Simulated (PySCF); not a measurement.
This script is equivalent to a calculation on Ge (germanium, neutral).

```python
from pyscf import gto, scf, dft, mp, cc
import basis_set_exchange as bse
txt = bse.get_basis("aug-cc-pVDZ-PP", elements=["Ge"], fmt="nwchem", header=False)
cut = txt.index("\nECP")
mol = gto.M(atom="Ge 0 0 0", charge=0, spin=2, symmetry="D2h",
            basis=gto.basis.parse(txt[:cut]),
            ecp={"Ge": gto.basis.parse_ecp(txt[cut:])})
mf = dft.UKS(mol, xc="R2SCAN")
mf.irrep_nelec = {'Ag': (4, 4), 'B1g': (1, 1), 'B2g': (1, 1), 'B3g': (1, 1), 'B1u': (2, 1), 'B2u': (2, 1), 'B3u': (1, 1)}
mf.kernel()
```

Q: What total energy does it give?

A: -294.403 hartree (calculated).

Q: Which occupied shell lies highest, and where?

A: 4p α, at -4.677 eV.

Q: What is ⟨S²⟩, and what would a pure spin state give?

A: 2.005, against 2.00.

Energies and moments cover only the electrons outside the core potential.
